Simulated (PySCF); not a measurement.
## Telling isomers of C5H8O3 apart by NMR

Gas phase, one averaged value for each set of equivalent atoms, relativity neglected, one conformer. Coordinates at the GFN2-xTB level; shielding tensors at PBE0/pcSseg-1 (GIAO); PySCF.

Scale: ¹H and ¹³C against TMS (reference shieldings calculated alike). Where no couplings were computed, multiplicities follow the n + 1 count of equivalent neighbours, and m marks all less simple cases (inequivalent or close neighbours, rings, F or P nearby). Shifts are as computed. Against solution values, carbons near 30 ppm lie about +3 ppm off and those near 130 ppm about +5 ppm. Of 1211 compounds with measured shifts, 218 miss one by over three times the rms of a fit or turn the order of signals round; such compounds aren't used in these exercises. OH and NH positions are gas-phase values without hydrogen bonding to other molecules.

(1) Tabulate the signals of `C[C@H](O)/C=C\OC=O`, `C[C@H](O)/C=C/OC=O` and their relative energies.

(2) What is the quickest way to tell C[C@H](O)/C=C\OC=O from C[C@H](O)/C=C/OC=O?

## Answers

(1) 
```json
{"SMILES": "C[C@H](O)/C=C\\OC=O", "carbon types": "4×CH 1×CH3", "δC": "165.4, 141.5, 138.6, 64.9, 24.3", "δH": "8.19 (s, 1H), 6.29 (d, 1H), 5.70 (m, 1H), 4.27 (m, 1H), 3.75 (br s, 1H), 1.29 (d, 3H)", "E rel. (kcal/mol)": "1.1"}
{"SMILES": "C[C@H](O)/C=C/OC=O", "carbon types": "4×CH 1×CH3", "δC": "161.8, 140.8, 128.9, 71.5, 25.8", "δH": "8.02 (s, 1H), 7.95 (d, 1H), 5.87 (m, 1H), 4.45 (m, 1H), 1.39 (d, 3H), 0.82 (br s, 1H)", "E rel. (kcal/mol)": "0.0"}
```

Energies are electronic energies at PBE0/pcSseg-1 on these geometries, without zero-point or thermal terms, each for the one conformer computed, which needn't be the lowest.

(2) Both give the same number of carbon signals, with the same numbers of each carbon type, so the positions decide. The first has an allylic sp3 CH bonded to O at 64.9 ppm, the second a β carbon of an enol-ether or enamine type C=C (CH) at 128.9 ppm. Their most deshielded carbons lie at 165.4 and 161.8 ppm.
